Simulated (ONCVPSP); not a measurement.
# What one change does to a pseudopotential (manganese, ONCV)

```json
{
  "Element": "manganese (Mn)",
  "Generator": "ONCVPSP 4.0.1",
  "Type": "optimised norm-conserving Vanderbilt (ONCV)",
  "Functional": "PBE",
  "Relativity": "scalar-relativistic",
  "Frozen core": "[Ne] 3s2",
  "Valence charge": "13",
  "Reference configuration": "3p6 3d5 4s1 4p1",
  "Partial waves": "4s: rc 2.30 bohr, ncon 4, nbas 8, qcut 2.3 1/bohr, 2 projectors, debl 0.9 Ha; 3p+4p: rc 1.45 bohr, ncon 4, nbas 7, qcut 9.6 1/bohr, 2 projectors; 3d: rc 1.65 bohr, ncon 4, nbas 9, qcut 7.7 1/bohr, 1 projector",
  "Local potential": "polynomial inside 1.35 bohr (lpopt 5, dvloc0 -1 Ha)",
  "Core correction": "none"
}
```

All-electron outer shells of the reference configuration (PBE, scalar-relativistic, ld1.x):

```json
{"shell": "2p", "level (eV)": "-631.74", "outermost node (bohr)": "–", "outermost maximum (bohr)": "0.19"}
{"shell": "3s", "level (eV)": "-87.51", "outermost node (bohr)": "0.34", "outermost maximum (bohr)": "0.74"}
{"shell": "3p", "level (eV)": "-56.22", "outermost node (bohr)": "0.31", "outermost maximum (bohr)": "0.75"}
{"shell": "3d", "level (eV)": "-8.33", "outermost node (bohr)": "–", "outermost maximum (bohr)": "0.76"}
{"shell": "4s", "level (eV)": "-6.09", "outermost node (bohr)": "1.05", "outermost maximum (bohr)": "2.47"}
{"shell": "4p", "level (eV)": "-2.12", "outermost node (bohr)": "1.16", "outermost maximum (bohr)": "3.30"}
```

Change: d: rc 1.34; local potential polynomial inside 1.34 bohr (lpopt 5, dvloc0 -1 Ha).

Cutoffs: the cutoffs (Ha) at which the residual kinetic energy of the hardest occupied pseudo-wave falls to 1 and 0.1 mHa per electron; they do not see the model core or the augmentation charge, which bear on the density cutoff. Errors are all-electron minus pseudo energies relative to the spin-unpolarised reference configuration.

Q: What does the change do?

A: The potential gets harder (30 Ha and 85 Ha → 154 Ha and 180 Ha); both files keep a bound ghost (s); of the 4 tests that both files solve, the error grows in 1 and shrinks in 1 by more than 15 % and 0.3 meV (median size 3.5 → 4.2 meV). A smaller radius makes the pseudo-wave follow the all-electron one further in, where it bends more sharply, so more plane waves are needed.

```csv
quantity,base,changed
"cutoff, loose",30 Ha,154 Ha
"cutoff, tight",85 Ha,180 Ha
loose cutoff by channel,"s 7.8 Ha, p 30 Ha, d 28 Ha","s 7.8 Ha, p 30 Ha, d 154 Ha"
bound ghosts,s,s
GHOST(+) flags under 300 eV,none,none
"error for 3p6 3d5 4s2 4p0, meV [ΔE -3.86 eV]",-3.8,-3.9
"error for 3p6 3d5 4s1 4p0, meV [ΔE 4.56 eV]",+0.5,+0.5
"error for 3p6 3d5 4s0 4p0, meV [ΔE 20.16 eV]",+7.8,+4.7
"error for 3p6 3d5 4s0 4p1, meV [ΔE 9.30 eV]",-3.3,-4.6
s: phases at 2.33 bohr within 0.05 rad from the reference energy up to (Ha; the scan ends near 5),2.8,2.8
p: phases at 1.47 bohr within 0.05 rad from the reference energy up to (Ha; the scan ends near 5),to the end of the scan,to the end of the scan
```

 A true bound ghost makes a file unfit for plane-wave use even where its test errors are small: the radial tests pick states by their node count and pass the ghost by.
